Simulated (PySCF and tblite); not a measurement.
C₄H₅NOS, numbered as in [CH3:1][O:2][c:3]1[cH:4][n:5][s:6][cH:7]1. Conformers came from 60 starts (ETKDG and KDG, MMFF94s, GFN2-xTB); geometries are GFN2-xTB. Free energies are PBE0-D3(BJ)/pcSseg-1 single points with GFN2-xTB rigid-rotor and vibrational terms (modes under about 100 cm⁻¹ blended into free rotors). Symmetry numbers and mirror images are counted. Conformers within 2.5 kcal/mol (GFN2-xTB free energy) were kept, 6 at most. GIAO shieldings: PBE0/pcSseg-1. Shifts are against TMS (¹H), TMS (¹³C), NH3 (¹⁵N) at the same level. Codes: tblite and PySCF.

Torsions listed: C1–O2–C3–C4.

| conformer | shape | point group | mirror pair | ΔE(DFT) | Δ(G−E) at 350 K | δ C7 (ppm) |
| --- | --- | --- | --- | --- | --- | --- |
| 1 | 180° | Cs | no | 0.00 | 0.00 | 125.7 |
| 2 | 0° | Cs | no | 1.85 | 0.01 | 136.1 |

Energies in kcal/mol; the thermal term leaves out symmetry numbers and mirror images.

(1) Work out the weights at 350 K and the ¹³C shift of C7 under fast exchange.

## Answers

(1) RT = 0.696 kcal/mol. Each conformer gets RT ln(σ/g), with σ the rotational symmetry number and g = 2 for a mirror pair: 1: σ = 1, g = 1, G = 0.00 + 0.00 + 0.00 = 0.00, 0.00 above the lowest, exp(−ΔG/RT) = 1.000; 2: σ = 1, g = 1, G = 1.85 + 0.01 + 0.00 = 1.86, 1.86 above the lowest, exp(−ΔG/RT) = 0.068. The sum is 1.068, so the weights are 93.6, 6.4 %. The averaged shift is 126.4 ppm. At 298.15 K it is 126.2 ppm. At 298.15 K the leading conformer alone gives 125.7 ppm and bare DFT energies give 126.2 ppm.


¹⁵N shifts are against a computed isolated NH3 molecule, about 20 ppm from the liquid.

Conformer gaps in pcSseg-1 on xTB geometries can be 2 kcal/mol off for S=O, P=O and other polar bonds.